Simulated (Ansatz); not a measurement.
Reaction (redistribution): `C[O][Ge][OH]` + `C[N](C)[Sn][Cl]` → `C[N](C)[Ge][OH]` + `C[O][Sn][Cl]`

Computed with Ansatz on PBE0-D4/def2-TZVP structures; ΔE is electronic, products minus reactants. CCSD(T)/CBS adds triple-zeta CCSD(T) − MP2 to the extrapolated MP2 energy (def2 sets, frozen cores). Elements past krypton have def2 core potentials. For Ge, Sn outer-core shells are correlated without core-valence functions, which leaves a few kJ/mol of doubt a bond. Scalar relativity is left out up to krypton. One conformer a species, not always the lowest.

`C[O][Ge][OH]`:

```xyz
8

C     0.150   -0.171    1.161
O     0.558    0.956    0.415
Ge    0.353    1.250   -1.317
O    -0.491   -0.286   -1.726
H    -0.549    0.148    1.940
H    -0.333   -0.928    0.539
H     1.024   -0.614    1.647
H    -0.712   -0.354   -2.659
```

`C[N](C)[Sn][Cl]`:

```xyz
11

C    -0.069    1.374    0.511
N    -0.158   -0.049    0.295
C     0.426   -0.462   -0.955
Sn   -1.046   -1.182    1.713
Cl   -0.775   -3.286    0.609
H    -0.521    1.655    1.468
H    -0.587    1.936   -0.279
H     0.975    1.716    0.524
H     0.339   -1.540   -1.082
H     1.490   -0.191   -1.001
H    -0.072    0.029   -1.803
```

`C[N](C)[Ge][OH]`:

```xyz
12

C     1.083   -0.048   -0.256
N    -0.303    0.049    0.110
C    -0.496    0.644    1.411
Ge   -1.806   -0.468   -0.820
O    -1.096   -1.175   -2.307
H     1.639   -0.697    0.434
H     1.209   -0.453   -1.262
H     1.567    0.938   -0.242
H    -1.563    0.702    1.647
H    -0.085    1.661    1.454
H    -0.009    0.056    2.201
H    -0.139   -1.211   -2.371
```

`C[O][Sn][Cl]`:

Z-matrix (Å, degrees):
```
C
O 1 1.405
H 1 1.095 2 109.5
H 1 1.095 2 112.6 3 120.9
H 1 1.095 2 109.5 3 -118.3
Sn 2 1.958 1 131.7 3 -121.3
Cl 6 2.388 2 98.6 1 0.0
```

```json
{"species": "`C[O][Ge][OH]`", "CCSD(T)/CBS(def2) energy (Eh)": "-2266.95631"}
{"species": "`C[N](C)[Sn][Cl]`", "CCSD(T)/CBS(def2) energy (Eh)": "-808.28811"}
{"species": "`C[N](C)[Ge][OH]`", "CCSD(T)/CBS(def2) energy (Eh)": "-2286.33334"}
{"species": "`C[O][Sn][Cl]`", "CCSD(T)/CBS(def2) energy (Eh)": "-788.90874"}
```

(1) Work out ΔE.

Largest T1 diagnostic among the species: 0.017.

## Answers

(1) ΔE = (-2286.33334) + (-788.90874) − (-2266.95631) − (-808.28811) = 0.00234 Eh = +6.1 kJ/mol.

In def2-TZVPP, CCSD(T) changes the Hartree–Fock value by +5.4 kJ/mol (the triples alone add +1.3 kJ/mol) and MP2 by +6.4 kJ/mol.
